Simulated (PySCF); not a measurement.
# Constants of TiF, step by step

State: ⁴Σ⁻, quartet, unpaired electrons σ ↑, δ ↑↑. De refers to Ti (3d2 4s2) + F. ROHF-based CCSD(T) in PySCF 2.14 with Ti aug-cc-pVDZ, F aug-cc-pVDZ and Ti aug-cc-pVTZ, F aug-cc-pVTZ (frozen core orbitals: 10; no relativity). Correlation energies are extrapolated as n⁻³ (n = 2, 3), Hartree–Fock as (n+1)·exp(−9√n). SR is the spin-free X2C energy in Ti cc-pVTZ-DK, F cc-pVTZ-DK less the non-relativistic one in Ti cc-pVTZ, F cc-pVTZ.

```
         Level  Re (Å)  ωe (cm⁻¹)  ωexe (cm⁻¹)  αe (cm⁻¹)  De (eV)
    CCSD(T)/DZ  1.8522      636.1         3.57    0.00254    5.377
    CCSD(T)/TZ  1.8414      650.6         3.76    0.00257    5.486
        HF/CBS  1.8239      677.6         3.19    0.00251    4.007
       MP2/CBS  1.8266      675.5         3.56    0.00244    5.740
      CCSD/CBS  1.8389      663.8         3.77    0.00249    5.318
   CCSD(T)/CBS  1.8409      655.4         3.85    0.00256    5.531
CCSD(T)/CBS+SR  1.8393      656.3         3.86    0.00258    5.477
```

Q: How much is left between CCSD(T)/TZ and the basis-set limit, and how much do the triples give at the limit?

A: CCSD(T)/CBS less CCSD(T)/TZ: -0.5 mÅ in Re, +4.8 cm⁻¹ in ωe and +0.045 eV in De. CCSD(T)/CBS less CCSD/CBS: +2.0 mÅ in Re, -8.4 cm⁻¹ in ωe and +0.213 eV in De.

Q: What do the later terms add?

A: SR: -1.6 mÅ in Re, +0.9 cm⁻¹ in ωe and -0.054 eV in De, each against the row above.

The T1 diagnostic is 0.037, large enough to doubt a single reference. The state was picked by a PBE0 search and need not be the measured ground state. Spin–orbit coupling, excitations beyond (T) and corrections to the Born–Oppenheimer picture are left out.

The whole job (state search and all basis sets along the bond) took about 35 min on 4 threads of Intel Xeon Platinum 8259CL @ 2.50GHz (shared host), peak memory 15 GiB.
